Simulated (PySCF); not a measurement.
**Correlation energy of Sb (antimony, neutral)**

[Kr] 4d10 5s1 5p3 6s1, high-spin 6S determinant (an excited configuration). Computed with PySCF 2.14 in aug-cc-pVDZ-PP with ECP28MDF, with scalar relativity through the core potential. Frozen: 4s2 4p6 4d10; 5 electrons correlated.

```tsv
level	correlation energy (mhartree)
CCSD	-26.30
(T)	-0.23
CCSD(T)	-26.53
CCSDT	-26.61
```

Diagnostics: T1 = 0.0064, D1 = 0.0170, largest double amplitude 0.035.

The outer electron is Rydberg-like, and this basis confines it to a smaller radius and binds it less than a complete one would.

Cost of the coupled-cluster step: of the order of 0.13 core-seconds, for 5 correlated electrons.

Iterations:

```
CC2 = 0
CCSD nocc = (np.int64(5), np.int64(0)), nmo = (23, 23)
frozen orbitals [[0, 1, 2, 3, 4, 5, 6, 7, 8], [0, 1, 2, 3, 4, 5, 6, 7, 8]]
max_cycle = 100
direct = 0
conv_tol = 1e-08
conv_tol_normt = 1e-06
diis_space = 8
diis_start_cycle = 0
Init t2, MP2 energy = -0.0195969374148581
Init E_corr(UCCSD) = -0.0195969374151315
cycle = 1  E_corr(UCCSD) = -0.0245058086440508  dE = -0.00490887123  norm(t1,t2) = 0.0341144
cycle = 2  E_corr(UCCSD) = -0.0257818662881386  dE = -0.00127605764  norm(t1,t2) = 0.011016
cycle = 3  E_corr(UCCSD) = -0.0263248197088316  dE = -0.000542953421  norm(t1,t2) = 0.00396976
cycle = 4  E_corr(UCCSD) = -0.026301326457903  dE = 2.34932509e-05  norm(t1,t2) = 0.000439075
cycle = 5  E_corr(UCCSD) = -0.0263026568726572  dE = -1.33041475e-06  norm(t1,t2) = 3.29093e-05
cycle = 6  E_corr(UCCSD) = -0.0263024936128895  dE = 1.63259768e-07  norm(t1,t2) = 3.40036e-06
cycle = 7  E_corr(UCCSD) = -0.0263025571969174  dE = -6.35840279e-08  norm(t1,t2) = 3.83783e-07
cycle = 8  E_corr(UCCSD) = -0.0263025522988274  dE = 4.89809e-09  norm(t1,t2) = 7.80888e-08
UCCSD converged
E(UCCSD) = -238.9386467657212  E_corr = -0.02630255229882737
UCCSD(T) correction = -0.000225247307323475
```
